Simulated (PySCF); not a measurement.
## C₆ coefficients of unlike pairs at M06-L

Calculated with PySCF 2.14 from the dipole response of each species, C₆(A,B) = (3/π) ∫ α_A(iu) α_B(iu) du, in atomic units, from isotropic polarisabilities. For ions this is the dispersion term alone; charge-induced terms of lower order in 1/R come first.

```json
{"species": "F³⁺", "configuration": "[He] 2s2 2p2 (3P)", "basis": "aug-cc-pwCVDZ (5s4p2d)", "relativity": "none", "α (bohr³)": "0.9231", "C₆ (like pair)": "0.8423"}
{"species": "Tc", "configuration": "[Kr] 4d5 5s2 (6S)", "basis": "aug-cc-pwCVTZ-PP with ECP28MDF (8s8p7d4f3g)", "relativity": "core potential", "α (bohr³)": "75.38", "C₆ (like pair)": "866.8"}
{"species": "Pb³⁺", "configuration": "[Xe] 4f14 5d10 6s1 (2S)", "basis": "aug-cc-pwCVTZ-DK3 (11s10p8d5f1g)", "relativity": "spin-free X2C", "α (bohr³)": "8.987", "C₆ (like pair)": "49.99"}
{"species": "Ar", "configuration": "[Ar] (1S)", "basis": "aug-cc-pwCVTZ (8s7p5d3f)", "relativity": "none", "α (bohr³)": "11.51", "C₆ (like pair)": "69.26"}
```

(1) Estimate C₆ for Ar with Pb³⁺.

No spin-orbit coupling is included.

The other pairs:

```json
{"pair": "Pb³⁺, Tc", "C₆": "173.9"}
{"pair": "Pb³⁺, F³⁺", "C₆": "6.413"}
{"pair": "Tc, F³⁺", "C₆": "20.28"}
{"pair": "Ar, Tc", "C₆": "216.6"}
{"pair": "Ar, F³⁺", "C₆": "7.214"}
```

Results:

(1) The integral gives 57.70. The combination rule 2 C_A C_B / (C_A α_B/α_A + C_B α_A/α_B) gives 58.63 and the geometric mean 58.84.
